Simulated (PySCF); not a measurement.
C₅H₉OPSi.
Z-matrix (Å and degrees, GFN2-xTB geometry), rows numbered from 1:
```
C 
C   1  1.4883
C   2  1.3652  1  127.88
O   3  1.3423  2  111.21  1   179.95
C   4  1.3554  3  107.43  2    -0.08
Si  5  1.8685  4  117.71  3   178.99
P   6  2.2425  5  105.71  4   172.76
C   5  1.3694  4  109.21  3     0.06
H   1  1.0893  2  110.37  3   119.53
H   1  1.0869  2  110.41  3    -0.88
H   1  1.0892  2  110.31  3  -121.30
H   3  1.0729  2  131.46  1     0.04
H   6  1.4686  5  109.48  4    49.10
H   6  1.4682  5  111.05  4   -71.02
H   7  1.3838  6   95.81  5   -82.15
H   7  1.3818  6   94.50  5  -175.01
H   8  1.0726  2  126.96  1     0.05
```

Definitions: NICS(0) = −σiso at the ring centroid; NICS(1) = −σiso and NICS(1)zz = −σzz at ±1 Å along the ring normal z. Level: GIAO PBE0/pcSseg-1 (PySCF, non-relativistic, gas phase) on the GFN2-xTB geometry, one conformer.

Ring bond lengths (Å), with Mayer bond orders in brackets: C2–C3 1.365 (1.59), C3–O4 1.342 (1.08), O4–C5 1.355 (1.02), C5–C8 1.369 (1.54), C8–C2 1.417 (1.26).

Give the NICS values of each ring in ppm.

| ring | type | NICS(0) | NICS(1), two faces | NICS(1)zz, two faces | rms pucker (Å) | centre to ring atoms, mean (Å) |
| --- | --- | --- | --- | --- | --- | --- |
| C2–C3–O4–C5–C8 | 5-membered ring with O; formal bonds all aromatic | -11.1 | -10.5 / -10.3 | -25.7 / -25.6 | 0.00 | 1.17 |

What do they say, and how far can they be read as aromaticity?

- C2–C3–O4–C5–C8: mean NICS(1)zz -25.6 ppm, shielded, aromatic by this magnetic criterion (flat ring, no four-coordinate atom).

And the bond-length index? HOMA = 1 − mean of α(R − Ropt)² over the ring bonds, with Krygowski's 1993 parameters (CC: Ropt 1.388 Å, α 257.7 Å⁻²; CO: Ropt 1.265 Å, α 157.38 Å⁻²).

- C2–C3–O4–C5–C8: HOMA 0.47; the largest term is that of O4–C5, α(R − Ropt)² = 1.29.

What field does 11.7 T along the ring normal induce along that normal at the first NICS(1) probe listed for ring C2–C3–O4–C5–C8, 1 Å off the ring?

NICSzz × B0 = -25.7 ppm × 11.7 T = -301 μT, against the applied field.

How shielded are the nuclei of the rings and their hydrogens (means over atoms taken as equivalent)?

| atoms | environment | σ isotropic (ppm) |
| --- | --- | --- |
| C2 | substituted aromatic carbon | 58.9 |
| C3 | aromatic CH next to a ring oxygen | 35.3 |
| O4 | furan-type oxygen | 18.5 |
| C5 | substituted aromatic carbon | 32.0 |
| C8 | aromatic CH carbon | 54.6 |
| H12 | aromatic hydrogen | 24.07 |
| H17 | aromatic hydrogen | 24.65 |

The run took 36 s wall on one thread, Arm Neoverse V1 (aarch64), no GPU (shared host), and the process peaked at 0.79 GiB of memory. This is the whole shielding run at PBE0/pcSseg-1, SCF included.
